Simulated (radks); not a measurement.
Dy XXI, configuration [Kr] 4d10. Method: Dirac Kohn-Sham, PBE, spin-unpolarised, spherical densities, finite nucleus; Fermi nuclear charge, rms radius 5.2218 fm; computed with a radial shooting solver on a logarithmic mesh with Libxc functionals.

Unscreened Slater integrals over Kohn-Sham orbitals (eV). Large and small components are both included. Empty in this configuration: 5s1/2.

integral          value
F0(4d5/2,4d5/2)  44.165
F2(4d5/2,4d5/2)  22.636
F4(4d5/2,4d5/2)  15.323
F0(4d5/2,4d3/2)  44.459
F2(4d5/2,4d3/2)  22.763
G2(4d5/2,4d3/2)  22.702
G4(4d5/2,4d3/2)  15.368
F0(4d5/2,4p3/2)  44.719
F2(4d5/2,4p3/2)  23.090
G1(4d5/2,4p3/2)  29.024
G3(4d5/2,4p3/2)  18.437
F0(4d5/2,4p1/2)  45.710
G3(4d5/2,4p1/2)  18.771
F0(4d5/2,5s1/2)  30.005
G2(4d5/2,5s1/2)  3.5323
F0(4d3/2,4d3/2)  44.761
F2(4d3/2,4d3/2)  22.903
F0(4d3/2,4p3/2)  45.021
F2(4d3/2,4p3/2)  23.223
G1(4d3/2,4p3/2)  29.052
G3(4d3/2,4p3/2)  18.482
F0(4d3/2,4p1/2)  46.041
G1(4d3/2,4p1/2)  30.018
F0(4d3/2,5s1/2)  30.088
G2(4d3/2,5s1/2)  3.4475
F0(4p3/2,4p3/2)  45.375
F2(4p3/2,4p3/2)  23.808
F0(4p3/2,4p1/2)  46.397
G2(4p3/2,4p1/2)  24.035
F0(4p3/2,5s1/2)  30.173
G1(4p3/2,5s1/2)  2.9499
F0(4p1/2,4p1/2)  47.526
F0(4p1/2,5s1/2)  30.449
G1(4p1/2,5s1/2)  2.8927
F0(5s1/2,5s1/2)  25.184
